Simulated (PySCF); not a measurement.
From computed data to an observable: oscillator strength and radiative lifetime

Sn(Cl)2(NH2)2 (Cl2H4N2Sn), SMILES [Cl][Sn]([NH2])([NH2])[Cl].

Geometry optimised at r2SCAN-D4/def2-SVP. The structure was generated by enumeration; whether it is a known compound was not checked. The def2 effective core potentials stand for the cores of Sn; spin–orbit coupling is left out. The values are those of a single conformer.

PySCF 2.14.0 with TDA-B3LYP/def2-SVPD puts the first singlet state with f over 0.02 at 4.89 eV (vertical), with the transition dipole (0.387, -0.486, 0.000) in atomic units.

Task: Find the oscillator strength, the wavelength and the radiative lifetime that this transition would have in vacuum if emission retraced absorption.

Result: 
|μ|² = 0.3860 au, so |μ| = 1.58 D. ΔE = 4.89/27.211 = 0.1797 hartree. f = (2/3) ΔE |μ|² = 0.046 (the program prints 0.046).
λ = 1239.84/4.89 = 254 nm; ν = 39440 cm⁻¹.
Einstein's coefficient A = 0.6670 ν² f s⁻¹ (ν in cm⁻¹) = 4.8e7 s⁻¹, so τ = 1/A = 21 ns. This state is S1. The figure is the radiative limit of this one transition; relaxation, internal conversion, crossing to triplets and a medium change what is measured.
